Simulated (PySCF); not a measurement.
## Spinor energies of K (potassium, neutral)

Start: [Ar] 4s1; 4s1/2 filled at m_j = +1/2. Calculated with PySCF 2.14 in x2c-TZVPall-2c (6s6p3d, 39 functions): generalised Hartree-Fock with the X2C-1e Hamiltonian and a Gaussian nucleus; one run each with spin-orbit coupling (SO) switched off, then screened by Boettger's factors.

| spinor shell | electrons | ε, spin-free (eV) | ε, screened SO (eV) | weight of nominal j (screened SO) | rms radius, screened SO (bohr) |
| --- | --- | --- | --- | --- | --- |
| 1s1/2 | 2 | -3649.9 | -3649.9 | 1.000 | 0.0937 |
| 2s1/2 | 2 | -397.27 | -397.27 | 1.000 | 0.418 |
| 2p1/2 | 2 | -313.53 | -315.55 | 1.000 | 0.386 |
| 3s1/2 | 2 | -47.912 | -47.912 | 1.000 | 1.37 |
| 3p1/2 | 2 | -25.931 | -26.135 | 0.995 | 1.56 |
| 3p3/2 | 4 | -25.931 | -25.830 | 0.997 | 1.57 |
| 4s1/2 | 1 | -4.032 | -4.032 | 1.000 | 5.59 |

Q: Where does 2p3/2 lie, and what is the 2p spin-orbit splitting (screened SO)?

A: At -312.53 eV, 3.015 eV above 2p1/2.

```json
{"quantity": "E (hartree)", "spin-free": "-601.44870", "screened SO": "-601.45103"}
{"quantity": "M_J", "spin-free": "1/2", "screened SO": "1/2"}
{"quantity": "⟨J²⟩", "spin-free": "0.750", "screened SO": "0.750"}
{"quantity": "⟨L²⟩", "spin-free": "0.000", "screened SO": "0.000"}
{"quantity": "⟨S²⟩", "spin-free": "0.750", "screened SO": "0.750"}
```

Without spin-orbit coupling the j labels of p, d and f shells carry no meaning; the spin-free column gives the mean over the occupied spinors of each nl shell.
